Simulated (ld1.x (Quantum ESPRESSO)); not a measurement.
## u(r) = r·R(r): atom against pseudo-atom (germanium (Ge))

Columns: radius, all-electron u(r) and pseudo u(r) of the 4s shell (level -15.60 eV) of germanium in the configuration [Ar] 3d10 4s2 4p1.5; PBE, scalar-relativistic, TM semilocal scheme, ld1.x (Quantum ESPRESSO) 7.5.

```json
{"r (bohr)": "0.080", "all-electron": "-0.0886", "pseudo": "-0.0412"}
{"r (bohr)": "0.160", "all-electron": "-0.2078", "pseudo": "-0.0804"}
{"r (bohr)": "0.240", "all-electron": "-0.0275", "pseudo": "-0.1160"}
{"r (bohr)": "0.320", "all-electron": "0.1902", "pseudo": "-0.1464"}
{"r (bohr)": "0.400", "all-electron": "0.3229", "pseudo": "-0.1712"}
{"r (bohr)": "0.480", "all-electron": "0.3531", "pseudo": "-0.1911"}
{"r (bohr)": "0.560", "all-electron": "0.3035", "pseudo": "-0.2081"}
{"r (bohr)": "0.640", "all-electron": "0.2037", "pseudo": "-0.2251"}
{"r (bohr)": "0.720", "all-electron": "0.0787", "pseudo": "-0.2457"}
{"r (bohr)": "0.800", "all-electron": "-0.0541", "pseudo": "-0.2740"}
{"r (bohr)": "0.880", "all-electron": "-0.1834", "pseudo": "-0.3132"}
{"r (bohr)": "0.960", "all-electron": "-0.3027", "pseudo": "-0.3658"}
{"r (bohr)": "1.040", "all-electron": "-0.4083", "pseudo": "-0.4311"}
{"r (bohr)": "1.120", "all-electron": "-0.4989", "pseudo": "-0.5038"}
{"r (bohr)": "1.200", "all-electron": "-0.5746", "pseudo": "-0.5749"}
{"r (bohr)": "1.280", "all-electron": "-0.6358", "pseudo": "-0.6358"}
{"r (bohr)": "1.360", "all-electron": "-0.6836", "pseudo": "-0.6836"}
{"r (bohr)": "1.440", "all-electron": "-0.7194", "pseudo": "-0.7194"}
{"r (bohr)": "1.520", "all-electron": "-0.7445", "pseudo": "-0.7445"}
{"r (bohr)": "1.600", "all-electron": "-0.7604", "pseudo": "-0.7604"}
{"r (bohr)": "1.680", "all-electron": "-0.7681", "pseudo": "-0.7681"}
{"r (bohr)": "1.760", "all-electron": "-0.7688", "pseudo": "-0.7688"}
{"r (bohr)": "1.840", "all-electron": "-0.7637", "pseudo": "-0.7637"}
{"r (bohr)": "1.920", "all-electron": "-0.7535", "pseudo": "-0.7535"}
{"r (bohr)": "2.000", "all-electron": "-0.7392", "pseudo": "-0.7392"}
{"r (bohr)": "2.080", "all-electron": "-0.7216", "pseudo": "-0.7216"}
```

(1) How many radial nodes do the two functions have?

(2) At about which radius was the pseudo-wave matched?

(3) Where does each function peak?

(4) Is the pseudo-wave norm-conserving?

## Answers

(1) The all-electron 4s function has n − l − 1 = 3 (the table is too coarse to show those close to the nucleus); the pseudo-wave has 0, since the states of the same l below it are removed with the core.

(2) 1.30 bohr. The columns agree to 0.0005 from 1.20 bohr on; several derivatives are matched, so the curves merge somewhat inside the radius.

(3) Outermost all-electron maximum near 1.76 bohr, pseudo maximum near 1.76 bohr (to the table’s step).

(4) Yes: the TM semilocal scheme keeps the norm inside the radius equal to the all-electron one, which fixes the energy derivative of the logarithmic derivative at the level.
